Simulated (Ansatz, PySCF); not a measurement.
H3NOTe (SMILES N[Te]O), singlet, geometry from GFN2-xTB (all electrons, no relativity), with bond 6-4 at 1.8 times its length. Base run: CASSCF(4,6)/STO-3G run with PySCF.

Input for PySCF:
```python
from pyscf import gto, scf, mcscf
import numpy

mol = gto.Mole()
mol.atom = '''
    Te    0.070989    0.008631    0.351819
    O    -0.040585    1.463921   -1.016009
    H     0.819937    1.673824   -1.379567
    N    -0.436754   -1.533795   -0.847437
    H     0.223420   -1.686463   -1.598223
    H    -2.085702   -1.312692   -1.584085
'''
mol.basis = 'sto-3g'
mol.charge = 0
mol.spin = 0
mol.verbose = 4
mol.build()

mf = scf.RHF(mol)
mf.kernel()
mc = mcscf.CASSCF(mf, 6, 4)
mc.fix_spin_(ss=0.0)
mc.kernel()
occ = numpy.linalg.eigvalsh(mc.fcisolver.make_rdm1(mc.ci, mc.ncas, mc.nelecas))[::-1]
ss = mc.fcisolver.spin_square(mc.ci, mc.ncas, mc.nelecas)[0]
print('natural occupations', occ.round(4), ' <S^2>', round(ss, 4))
```

Programs used: Ansatz (an electronic-structure program), PySCF; a row that names a program was run with it.

Each row names what was changed in the base input (with any setting that the change needs).

```tsv
change	ΔE vs base (mEh)	natural occupations	<S^2> of the state
base	0.000	1.93 1.68 0.31 0.07 0.00 0.00	0.00
conv_tol = 1e-5	0.000	1.93 1.68 0.31 0.07 0.00 0.00	0.00
active space = 8 electrons, 8 orbitals	-52.231	1.97 1.96 1.93 1.69 0.31 0.07 0.04 0.03	0.00
start = MP2 natural orbitals	0.000	1.93 1.68 0.31 0.07 0.00 0.00	0.00
code = ansatz; correction = SC-NEVPT2, all electrons	-67.397	-	-
orbitals = fixed (CASCI); correction = SC-NEVPT2	-41.339	1.99 1.91 0.08 0.01 0.00 0.00	0.00
active space = 6 electrons, 7 orbitals	-24.543	1.96 1.93 1.69 0.31 0.07 0.04 0.00	0.00
state_average = 2 states	21.275	-	-
correction = SC-NEVPT2	-67.409	1.93 1.68 0.31 0.07 0.00 0.00	0.00
orbitals = fixed (CASCI)	94.791	1.99 1.91 0.08 0.01 0.00 0.00	0.00
fix_spin_ = off	0.000	1.93 1.68 0.31 0.07 0.00 0.00	0.00
```

Active orbitals are taken around the Fermi level unless the row says otherwise; CASSCF can end in different local minima, and two programs can end on different orbitals. State-averaged rows give the lowest state.
